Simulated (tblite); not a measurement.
Write a Z-matrix for `CC(=O)[C@@H](S)CC[SiH2]O` as optimised with GFN2-xTB.

Z-matrix in Å and degrees, rows numbered from 1:
```
C 
C   1  1.5010
O   2  1.2057  1  123.84
C   2  1.5188  1  114.29  3  -178.53
S   4  1.8383  2  104.48  1    93.10
C   4  1.5203  2  113.19  1  -145.10
C   6  1.5289  4  111.35  2    66.96
Si  7  1.8985  6  115.82  4    63.12
O   8  1.6338  7  105.82  6   -74.77
H   1  1.0877  2  109.90  3   128.25
H   1  1.0868  2  110.60  3     6.44
H   1  1.0892  2  108.17  3  -113.88
H   4  1.0890  2  111.08  1   -18.90
H   5  1.3314  4   95.70  2    59.69
H   6  1.0943  4  108.43  2   -53.34
H   6  1.0922  4  109.24  2  -171.12
H   7  1.0908  6  107.70  4  -175.91
H   7  1.0915  6  108.65  4   -61.11
H   8  1.4638  7  110.33  6   166.75
H   8  1.4654  7  111.32  6    44.09
H   9  0.9536  8  120.66  7  -174.91
```

Of the pairs four or more bonds apart, Si8···H13 is among the closest relative to their van der Waals radii: 2.91 Å, 88 % of the sum of Bondi's values. The 4 C–C bonds span 1.501 Å (C1–C2, drawn single) to 1.529 Å (C6–C7, drawn single), a spread of 0.028 Å. S5 (thiol sulfur) is bent (angle 95.7°). Si8 (oxygen-bound silicon) is distorted tetrahedral (angles from 105.8° to 111.3°).

The geometry is computed with GFN2-xTB (gas phase).

Point group: C1 (no symmetry element, even within 0.4 Å). Its GFN2-xTB frequencies are all real (lowest 33 cm⁻¹). One conformer, not necessarily the lowest (C1–C2–C4–S5 93°, C2–C4–S5–H 60°, C2–C4–C6–C7 67°, C4–C6–C7–Si8 63°, C6–C7–Si8–O9 -75°). 3 starts were optimised and ended at 0.00, 2.87 and 2.92 kcal/mol (GFN2-xTB); the lowest of these is shown.
